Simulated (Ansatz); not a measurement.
Start from `NC(O)N[SiH3]` and change one atom or group to get `NC(O)S[SiH3]`.

Ansatz, PBE0-D4/def2-TZVP geometries, multiplicity 1. Each molecule was computed in one conformer, which needn't be the lowest.

| property | `NC(O)N[SiH3]` |
| --- | --- |
| size of the dipole moment (ωB97M-V/def2-TZVPP) / D | 1.59 |
| size of the dipole moment (PBE/def2-TZVPP) / D | 1.62 |
| size of the dipole moment (B3LYP/def2-TZVPP) / D | 1.59 |
| HOMO–LUMO gap (PBE0/def2-TZVPP) / eV | 7.67 |
| LUMO energy (ωB97M-V/def2-TZVPP) / eV | 2.04 |
| LUMO energy (B3LYP/def2-TZVPP) / eV | 0.26 |

Q: Give the same properties after the change, and the shifts. (An estimate is asked.)

A: Computed: 
```json
{"property": "size of the dipole moment (ωB97M-V/def2-TZVPP) / D", "`NC(O)S[SiH3]`": "1.98", "shift": "0.39"}
{"property": "size of the dipole moment (PBE/def2-TZVPP) / D", "`NC(O)S[SiH3]`": "2.13", "shift": "0.51"}
{"property": "size of the dipole moment (B3LYP/def2-TZVPP) / D", "`NC(O)S[SiH3]`": "2.03", "shift": "0.44"}
{"property": "HOMO–LUMO gap (PBE0/def2-TZVPP) / eV", "`NC(O)S[SiH3]`": "7.21", "shift": "-0.46"}
{"property": "LUMO energy (ωB97M-V/def2-TZVPP) / eV", "`NC(O)S[SiH3]`": "1.89", "shift": "-0.15"}
{"property": "LUMO energy (B3LYP/def2-TZVPP) / eV", "`NC(O)S[SiH3]`": "-0.06", "shift": "-0.32"}
```

With PBE0 the HOMO rises by 0.12 eV and the LUMO falls by 0.34 eV, so the gap narrows by about 0.46 eV. PBE moves the HOMO by -0.10 eV and ωB97M-V by 0.28 eV. Dipoles are sizes alone; their direction can turn.

B3LYP here is the variant with VWN-RPA as its local correlation; programs differ in this.
